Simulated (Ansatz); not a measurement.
Stepwise reaction of `[OH][Al]([OH])[F]` with ammonia, as a gas-phase model of exchange steps in deposition or etching. ΔE in kJ/mol; ΔG adds harmonic PBE0-D4 terms to CCSD(T)/CBS, at 1 bar.

Isolated molecules relaxed with PBE0-D4/def2-TZVP in Ansatz; ΔE leaves out vibrations. CBS: MP2 limit from def2 TZ/QZ plus the TZ coupled-cluster correction, frozen cores. This one scheme is used for every species. Functionals use def2-TZVPP. B3LYP here is the variant with VWN-RPA as its local correlation; programs differ in this. Each species was taken in one conformer, which may not be the lowest.

```csv
step,reaction,PBE-D4,B3LYP-D4,ωB97M-V,CCSD(T)/CBS,ΔG(500 K)
1,`[OH][Al]([OH])[F]` + NH₃ → `[NH2][Al]([OH])[F]` + H₂O,44.7,46.7,46.0,43.4,36.4
```

Question: Give the row of step 2, `[NH2][Al]([OH])[F]` + NH₃ → `[NH2][Al]([NH2])[F]` + H₂O. (Estimate.)

Answer: Ansatz gave: 
```tsv
step	reaction	PBE-D4	B3LYP-D4	ωB97M-V	CCSD(T)/CBS	ΔG(500 K)
2	`[NH2][Al]([OH])[F]` + NH₃ → `[NH2][Al]([NH2])[F]` + H₂O	43.2	45.6	44.7	43.2	42.1
```

Question: By hand: ΔE of the 2 steps together at CCSD(T)/CBS.

Answer: (43.4) + (43.2) = 86.6 kJ/mol, or 43.3 kJ/mol a step.

In ΔE the steps differ by no more than 0.2 kJ/mol. All are uphill at CCSD(T)/CBS. ΔG lies between 36.4 and 42.1 kJ/mol a step. PBE-D4 differs from CCSD(T)/CBS by 0.0 to 1.3 kJ/mol a step. Isolated molecules leave out the surface, adducts and barriers. Largest T1 diagnostic: 0.012.
